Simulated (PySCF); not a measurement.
## Spin states and ions at one geometry of [Pb2H5]−

PySCF 2.14.0, RKS B3LYP, Pb def2-SVP with ECP60, H def2-SVP; non-relativistic Hamiltonian with scalar-relativistic core potentials where named; density fitting; no spin-orbit coupling; singlets restricted, open shells unrestricted. The geometry is relaxed for charge -1, singlet, vacuum:

```xyz
7

Pb    0.3847    0.3290    1.9641
Pb   -0.4598   -0.2138   -1.9332
H     1.2800   -0.8799   -2.2527
H     0.0078    0.0691    0.0055
H     0.1140   -1.5163    2.2658
H    -1.4491    0.6684    2.2723
H     0.1224    1.5435   -2.3219
```

Energies count from the relaxed state; an electron taken off or put on is at rest in vacuum. Charges and spins are Mulliken's.

```csv
state,energy (eV),spin squared,charge on Pb1 (e),spin on Pb1 (e),dipole about the centre of mass (D)
"charge -1, singlet, vacuum",0.00,0.00,0.00,0.00,0.35
"charge 0, doublet, vacuum",3.44,0.76,0.30,0.25,0.27
```

Question: What does the state charge -1, triplet, vacuum give?

Answer: energy (eV) 2.78, spin squared 2.00, charge on Pb1 (e) -0.12, spin on Pb1 (e) 0.83, dipole about the centre of mass (D) 0.34.

With an electron taken off (doublet) the charges change, summed by element, by Pb +0.59 e, H +0.41 e. The vertical ionisation energy is 3.44 eV, against −ε(HOMO) = 1.63 eV of the relaxed state. The level lies 1.8 eV too high, as is usual for semilocal functionals and global hybrids, which keep a self-interaction error.

Open shells may have lower solutions than those found. The basis has no diffuse functions, which an anion needs.
